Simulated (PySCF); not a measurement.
Si(Cl)(Me)(SiH3)2 (CH9ClSi3), SMILES Cl[Si](C)([SiH3])[SiH3]. Geometry: PBE-D3(BJ)/def2-SVP.

Computed with PBE-D3(BJ)/def2-SVP in PySCF 2.14.0.

Harmonic wavenumbers (cm⁻¹): 82, 94, 103, 103, 118, 153, 164, 175, 344, 413, 467, 480, 506, 506, 538, 695, 763, 767, 822, 842, 897, 898, 901, 902, 1207, 1372, 1380, 2141, 2145, 2159, 2160, 2170, 2173, 2974, 3078, 3085. Rotational constants (GHz): 1.564, 1.394, 1.091; symmetry number 1.

Task: Work out the zero-point energy and the ideal-gas rigid-rotor harmonic-oscillator thermochemistry at 298.15 K and 1 atm.

Result: ZPE = ½ Σ hcν = ½ × 37775 cm⁻¹ = 54.00 kcal/mol. H − E(el) = 61.40 kcal/mol. Entropy in cal/(mol K): translation 40.74, rotation 29.29, vibration 32.07, total 102.10. G − E(el) = 30.96 kcal/mol. Cp = 38.57 cal/(mol K). Modes under 150 cm⁻¹ make the vibrational entropy uncertain.
